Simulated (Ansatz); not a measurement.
Reaction (substitution at a C–Si bond): `CC[Si]SC` + `[NH2][GaH2]` → `CC[NH][GaH2]` + `CS[SiH]`

Gas-phase electronic energies from Ansatz, PBE0-D4/def2-TZVP geometries. CCSD(T)/CBS is the MP2 limit (def2-TZVPP, def2-QZVPP) plus CCSD(T) − MP2 in def2-TZVPP, frozen cores. Functionals use def2-TZVPP. HSE06 is defined as in plane-wave codes. For Ga outer-core shells are correlated without core-valence functions, which leaves a few kJ/mol of doubt a bond. Scalar relativity is left out up to krypton. Each species was taken in one conformer, which may not be the lowest.

```json
{"level": "LDA (SPW92)", "ΔE (kJ/mol)": "38.2", "difference from CCSD(T)/CBS": "-7.6"}
{"level": "BLYP-D4", "ΔE (kJ/mol)": "41.7", "difference from CCSD(T)/CBS": "-4.1"}
{"level": "r2SCAN-D4", "ΔE (kJ/mol)": "45.1", "difference from CCSD(T)/CBS": "-0.7"}
{"level": "PBE0-D4", "ΔE (kJ/mol)": "43.7", "difference from CCSD(T)/CBS": "-2.1"}
{"level": "r2SCAN0-D4", "ΔE (kJ/mol)": "45.7", "difference from CCSD(T)/CBS": "-0.1"}
{"level": "BHLYP-D4", "ΔE (kJ/mol)": "42.5", "difference from CCSD(T)/CBS": "-3.3"}
{"level": "ωB97X-V", "ΔE (kJ/mol)": "42.2", "difference from CCSD(T)/CBS": "-3.6"}
{"level": "B2PLYP", "ΔE (kJ/mol)": "40.4", "difference from CCSD(T)/CBS": "-5.4"}
{"level": "BLYP", "ΔE (kJ/mol)": "34.4", "difference from CCSD(T)/CBS": "-11.4"}
{"level": "HSE06", "ΔE (kJ/mol)": "40.2", "difference from CCSD(T)/CBS": "-5.6"}
{"level": "CAM-B3LYP", "ΔE (kJ/mol)": "37.1", "difference from CCSD(T)/CBS": "-8.7"}
{"level": "LC-ωPBE", "ΔE (kJ/mol)": "43.2", "difference from CCSD(T)/CBS": "-2.6"}
{"level": "MP2/def2-SVP", "ΔE (kJ/mol)": "28.9", "difference from CCSD(T)/CBS": "-16.9"}
{"level": "MP2/def2-TZVPP", "ΔE (kJ/mol)": "48.1", "difference from CCSD(T)/CBS": "2.3"}
{"level": "HF/CBS(def2)", "ΔE (kJ/mol)": "33.2", "difference from CCSD(T)/CBS": "-12.6"}
{"level": "CCSD/CBS(def2)", "ΔE (kJ/mol)": "44.5", "difference from CCSD(T)/CBS": "-1.3"}
{"level": "CCSD(T)/CBS", "ΔE (kJ/mol)": "45.8", "difference from CCSD(T)/CBS": "0"}
```

Largest T1 diagnostic among the species: 0.016.

The D4 term adds +6.1 kJ/mol with B3LYP and +3.5 kJ/mol with PBE0; it sums over pairs of atoms, weighted by their polarisabilities, and B3LYP, whose exchange is more repulsive, gets the larger term. At CCSD(T), def2-SVP lies −23.9 kJ/mol from the extrapolated value and def2-TZVPP −3.7 kJ/mol.

B3LYP here is the variant with VWN-RPA as its local correlation; programs differ in this.
